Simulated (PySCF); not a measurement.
# Dipole moment and polarisability of `O[SiH2]O[SiH2]S[SiH2]S`

Compound: H8O2S2Si3.
Cartesian coordinates in Å at the GFN2-xTB level; atoms count from 1:
```xyz
15
H8O2S2Si3 angstrom
O     -2.5049    0.3712    1.8085
Si    -3.0086    0.6671    0.3065
O     -1.7398    0.6754   -0.7440
Si    -0.2027    0.4339   -1.0864
S      0.7066   -0.4356    0.6634
Si     2.7368   -0.6353    0.0222
S      3.8330   -1.4043    1.6857
H     -1.6732   -0.0644    1.9911
H     -3.5240    2.0246    0.2793
H     -3.8646   -0.3940   -0.2061
H      0.4466    1.7108   -1.3240
H     -0.1096   -0.5436   -2.1560
H      2.8108   -1.5881   -1.0728
H      3.2721    0.6671   -0.3386
H      2.8172   -1.4766    2.5307
```

Level: B3LYP/def2-SVPD (PySCF), static field, nuclei fixed, core orbitals frozen in the response. The polarisability tensor in these axes (au):

```
x   151.65 -15.73  10.88
y   -15.73 107.29  -8.39
z    10.88  -8.39 119.18
```

Q: What are the eigenvalues, a third of the trace, and Δα (Δα² = ½Σ(αi − αj)² over the three pairs)?

A: Principal values 100.85, 116.57 and 160.71 au; mean 126.04 au = 18.68 Å³ = 20.78 × 10⁻⁴⁰ C²·m²/J; Δα = 53.76 au (43 % of the mean).

Q: What is the dipole moment, and where does it point?

A: (0.13, 0.08, -1.34) D, 1.35 D in size, pointing from the negative to the positive side. Measured along this direction, the outermost atoms are H15 at the negative end and H12 at the positive end.

Q: Refractivity n − 1 of an ideal gas of it at 500 K and 1 atm, from the electronic α?

A: N = p/kT = 1.4678 × 10¹⁹ cm⁻³, so n − 1 = 2π × N × 18.68 × 10⁻²⁴ cm³ = 1723 × 10⁻⁶ at long wavelengths, for an ideal gas.

Q: Estimate the molar refractivity from the static electronic polarisability.

A: Lorentz–Lorenz: R = (4π/3)N_A α = 2.5225 cm³/(mol·Å³) × 18.68 Å³ = 47.1 cm³/mol, in the limit of long wavelengths.

Q: Sum over states: ᾱ = Σ f/ω², ω in Eh. What share falls to these 8 lowest TDDFT singlets (eV, f)? 5.35, 0.0001; 5.41, 0.0001; 5.54, 0.0005; 5.60, 0.0120; 6.25, 0.0129; 6.36, 0.0182; 6.59, 0.0041; 6.67, 0.0043.

A: They add up to 1.02 au, 0.8 % of the 126.04 au; the largest single term is 0.33 au, from the state at 6.36 eV. Terms in order: 0.00, 0.00, 0.01, 0.28, 0.25, 0.33, 0.07, 0.07 au. Higher excitations give the rest. The strengths listed sum to 0.052.

Q: Give the eigenvalues of the traceless quadrupole moment Θ = ½Σq(3rr − r²1), origin at the centre of nuclear charge.

A: -5.41, -1.18, 6.58 D·Å. The values depend on the origin, since the dipole doesn't vanish. The electronic extent ⟨r²⟩ about the same centre is 2924 bohr², a root-mean-square distance of 2.89 Å for the 98 electrons.

Q: Give the principal axes and the span of the nuclei along them.

A: Largest value along (0.90, -0.31, 0.30), where the nuclei span 8.12 Å; middle along (-0.37, -0.20, 0.91), 4.31 Å; least along (0.23, 0.93, 0.29), 2.60 Å. The response follows the extents in order.

Isolated species at its GFN2-xTB geometry (one conformer only).

The run behind these numbers computed excited states as well. Hardware: Arm Neoverse N1, one thread, shared host with 64 logical CPUs at a one-minute load of 62. Cost: 1.7 min (grids of density and orbitals included), 0.94 GiB resident at most.
